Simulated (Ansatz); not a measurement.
Breaking the O4–H5 bond in AlFH2O (SMILES [OH][AlH][F]) (multiplicity 1 held, fragments rigid). Energies count from the point at 0.958 Å.
Geometry at that point (charge 0, multiplicity 1):
```xyz
5

Al    -0.224    -0.370     0.121
H     -1.029    -1.642     0.519
F      1.246    -0.075     0.818
O     -0.855     0.703    -1.017
H     -0.434     1.507    -1.323
```

Signs of static correlation in cc-pV(D+d)Z, with CASSCF(4,3), from Ansatz (an electronic-structure program) runs.

```tsv
R (Å)	T1 of restricted CCSD	⟨S²⟩ of UHF	largest double amplitude of restricted CCSD	weight of the CASSCF reference in MRCISD	CASSCF natural occupations
0.766	0.014	0.000	0.039	0.914	2.00 1.99 0.01
0.862	0.014	0.000	0.040	0.913	2.00 1.99 0.01
0.958	0.014	0.000	0.039	0.912	2.00 1.98 0.02
1.054	0.015	0.000	0.037	0.912	2.00 1.97 0.03
1.150	0.015	0.000	0.035	0.911	2.00 1.96 0.04
1.293	0.016	0.000	0.038	0.911	2.00 1.94 0.06
1.437	0.017	0.180	?	0.911	2.00 1.90 0.10
1.677	0.020	0.697	0.140	0.911	2.00 1.79 0.21
1.916	?	0.886	0.295	0.912	2.00 1.63 0.37
2.203	0.034	0.964	0.461	0.913	2.00 1.42 0.58
2.587	0.044	0.995	0.639	0.914	2.00 1.23 0.77
3.066	0.048	1.003	0.773	0.914	2.00 1.10 0.90
```

Fill in the missing entries.


- 1.437, largest double amplitude of restricted CCSD: 0.064
- 1.916, T1 of restricted CCSD: 0.025

Doubts at one or more of the structures used: active orbitals that take no part (SC-NEVPT2 on CASSCF(4,3)/cc-pV(D+d)Z); a restricted determinant that unrestricted orbitals would lower (R-CCSD(T)/cc-pV(D+d)Z); other coupled-cluster roots lie near (R-CCSD(T)/cc-pV(D+d)Z); a spin-contaminated determinant (U-CCSD(T)/cc-pV(D+d)Z); T1 above 0.05 (U-CCSD(T)/cc-pV(D+d)Z).
